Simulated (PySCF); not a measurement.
## Two-component Hartree-Fock for Nd⁴²⁺ (neodymium, charge +42)

Start: [Ar]. Calculated with PySCF 2.14 in an even-tempered Gaussian basis (18 s from 3.2 bohr⁻², ratio 2.6; 14 p from 4.2 bohr⁻², ratio 2.6; 5 d from 4.3 bohr⁻², ratio 2.8; 3 f from 71 bohr⁻², ratio 2.8): generalised Hartree-Fock with the X2C-1e Hamiltonian and a Gaussian nucleus; spin-orbit coupling (SO) screened by Boettger's factors.

```
spinor shell  electrons  ε, screened SO (eV)  weight of nominal j (screened SO)  rms radius, screened SO (bohr)
       1s1/2          2             -46293.7                              1.000                          0.0269
       2s1/2          2              -9629.7                              1.000                           0.108
       2p1/2          2              -9247.8                              1.000                          0.0925
       2p3/2          4              -8714.3                              1.000                          0.0982
       3s1/2          2              -3660.9                              1.000                           0.262
       3p1/2          2              -3504.4                              1.000                           0.251
       3p3/2          4              -3373.6                              1.000                           0.261
```

```tsv
quantity	screened SO
E (hartree)	-8108.97015
M_J	0
⟨J²⟩	0.000
⟨L²⟩	0.022
⟨S²⟩	0.022
```

Breit and QED terms are absent; they matter most for the inner s and p1/2 levels.

Densities and radii are taken from the X2C orbitals without a picture-change correction, which distorts them close to the nucleus.
